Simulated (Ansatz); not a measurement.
`C[NH][InH2]` + `C[SeH]` → `C[Se][InH2]` + CH₃NH₂ at 400 K and 1 bar (ligand exchange at the In–N bond).

Calculated with Ansatz (gas phase, PBE0-D4/def2-TZVP geometries, no zero-point term in ΔE). CCSD(T)/CBS adds triple-zeta CCSD(T) − MP2 to the extrapolated MP2 energy (def2 sets, frozen cores). Elements past krypton have def2 core potentials. For In, Se outer-core shells are correlated without core-valence functions, which leaves a few kJ/mol of doubt a bond. Scalar relativity is left out up to krypton.

| species | CCSD(T)/CBS energy (Eh) | H − E (kJ/mol) | S (J/(mol·K)) |
| --- | --- | --- | --- |
| `C[NH][InH2]` | -286.14916 | 199.0 | 346.0 |
| `C[SeH]` | -2441.15625 | 135.4 | 284.5 |
| `C[Se][InH2]` | -2631.58862 | 160.0 | 378.5 |
| CH₃NH₂ | -95.75281 | 185.4 | 256.0 |

H − E and S are ideal-gas, rigid-rotor, harmonic terms from PBE0-D4/def2-TZVP. 1 Eh = 2625.50 kJ/mol, R = 8.31446 J/(mol·K).

Problem. By hand: ΔE, ΔH, ΔS and ΔG.

Solution. ΔE = (-2631.58862) + (-95.75281) − (-286.14916) − (-2441.15625) = -0.03602 Eh = -94.6 kJ/mol. Δ(H − E) = 160.0 + 185.4 − 199.0 − 135.4 = 11.0, so ΔH = -83.6 kJ/mol. ΔS = 378.5 + 256.0 − 346.0 − 284.5 = 4.0 J/(mol·K). ΔG = -83.6 − 400 × (4.0)/1000 = -85.2 kJ/mol.

Problem. By hand: the equilibrium constant, and the temperature at which ΔG would vanish if ΔH and ΔS stayed fixed.

Solution. log₁₀ K = −ΔG/(RT ln 10) = 11.1. ΔH and −TΔS have one sign here, so there is no such temperature. One of them is within its doubt of zero, so this could turn.

The number of gas molecules stays the same, so ΔS is small and ΔH decides. A doubt of 5 kJ/mol in ΔE shifts log₁₀ K by 0.7 here. Modes under 60 cm⁻¹, often nearly free rotors, make the harmonic entropy too high. These are equilibria of isolated gas molecules and say nothing of rates. Largest T1 diagnostic: 0.016 (customary marks: 0.02 for closed shells, 0.045 for open ones).
